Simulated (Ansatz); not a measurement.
```yaml
atoms:
  - { symbol: C, position_ang: [0.0000, 0.0000, -1.2389] }
  - { symbol: C, position_ang: [0.0000, 0.0000, 0.2145] }
  - { symbol: C, position_ang: [0.0000, 0.0000, 1.4252] }
  - { symbol: H, position_ang: [0.0000, -1.0275, -1.6347] }
  - { symbol: H, position_ang: [-0.8899, 0.5138, -1.6347] }
  - { symbol: H, position_ang: [0.8899, 0.5138, -1.6347] }
  - { symbol: H, position_ang: [0.0000, 0.0000, 2.4993] }
```

Basis set: cc-pVDZ (spherical functions). Frozen core: 3 orbitals. Charge 0, multiplicity 1.

Computed with Ansatz (development build ahead of 0.2.0); each method stands on the lowest determinant of its kind that the runs found. Restricted open shells among the atoms or ions are ROHF, correlated in semicanonical orbitals with singles.

The atomization energy at this shape (free ground-state atoms in the same class of orbitals less the molecule, no zero-point energy) of singlet C₃H₄:

```tsv
method	atomization energy
RHF	2176.8 kJ/mol
```

**Question.** What does RHF-MP2 give?

**Answer.** 2783.9 kJ/mol.
